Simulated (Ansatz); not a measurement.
Species: C₃H₉F₃Si₂, net charge 0, singlet state. 
Geometry from a B3LYP-D3(BJ)/def2-TZVP (Ansatz, a quantum-chemistry and plane-wave program) optimisation:
```xyz
17

C     -2.3529     0.8321     0.0821
Si    -1.0501    -0.5144    -0.0315
C     -1.1602    -1.6852     1.4315
C     -1.1838    -1.4478    -1.6545
Si     1.0498     0.5143     0.0315
F      1.2724     1.5359    -1.1736
F      2.2516    -0.5318    -0.0505
F      1.2860     1.3523     1.3684
H     -2.2733     1.5336    -0.7504
H     -2.2593     1.3985     1.0104
H     -3.3532     0.3925     0.0562
H     -2.1301    -2.1891     1.4394
H     -1.0520    -1.1511     2.3772
H     -0.3844    -2.4517     1.3865
H     -1.0887    -0.7753    -2.5089
H     -0.4088    -2.2118    -1.7389
H     -2.1546    -1.9451    -1.7250
```
Charge 0, spin multiplicity 1.

Computed values are from Ansatz. Valence correlation only, unless marked. UHF or UKS for open shells. No spin-orbit coupling. Non-relativistic. CBS marks a two-point X^-3 extrapolation of the correlation energy; Hartree-Fock from the larger set. The bracket is a focal-point correction in the basis named.

Problem. What is the atomisation energy De at RI-MP2/CBS(aug-cc-pV(T+d)Z,aug-cc-pV(Q+d)Z)+[CCSD(T)-MP2]/aug-cc-pV(T+d)Z?

Solution. 1636.7 kcal/mol.

Problem. What is the T1 diagnostic at CCSD/aug-cc-pV(T+d)Z?

Solution. 0.012.

Problem. What is the dipole moment at CCSD(T)/aug-cc-pV(D+d)Z?

Solution. 3.44 D.

Problem. What is the total energy at RI-MP2/CBS(aug-cc-pV(T+d)Z,aug-cc-pV(Q+d)Z)+[CCSD(T)-MP2]/aug-cc-pV(T+d)Z?

Solution. -997.3680 Eh.
